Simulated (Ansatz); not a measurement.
silylphosphine (H₅PSi), singlet, geometry from GFN2-xTB. Base run: SVWN5/def2-SV(P) (Ansatz, a first-principles code).

Here is a job for Ansatz.
Ansatz 0.2 input:
```yaml
crystal:
  periodic: [false, false, false]
  atoms:
    - {symbol: Si, position_ang: [-1.05846784, 0.09179922, 0.22155758]}
    - {symbol: P, position_ang: [1.09953350, -0.07240592, -0.33991659]}
    - {symbol: H, position_ang: [-1.78374110, -0.88506019, -0.58934952]}
    - {symbol: H, position_ang: [-1.47836332, 1.45493704, -0.09998404]}
    - {symbol: H, position_ang: [-1.30634760, -0.17269873, 1.64099048]}
    - {symbol: H, position_ang: [1.32050240, -1.26744102, 0.31993206]}
    - {symbol: H, position_ang: [1.57349692, 0.67116259, 0.72535376]}
basis:
  gaussian:
    orbitals: def2-SV_P_.json
hamiltonian:
  xc: {name: SVWN5}
```
The basis file holds def2-SV(P) in the JSON format of the Basis Set Exchange.

The base run was repeated with changes; each row names its change, and settings that it needs were set with it.

```csv
change,E (Eh)
base,-631.15153
functional = wB97M-V,?
functional = PBE-QIDH,-633.15877
functional = wB97X-V,?
functional = lc_wpbe,?
functional = hse06,-633.35410
functional = PBE0-DH,-633.31584
functional = B2GP-PLYP,?
functional = blyp,-633.59944
functional = r2scan,-633.56739
functional = hf,-632.35971
functional = revpbe,-633.49776
functional = pbe,-633.30023
```

Some entries are withheld; supply them.


- functional = wB97M-V, E (Eh): -633.55981
- functional = wB97X-V, E (Eh): -633.52445
- functional = lc_wpbe, E (Eh): -633.43133
- functional = B2GP-PLYP, E (Eh): -633.24386

Total energies compare only within one method and basis.
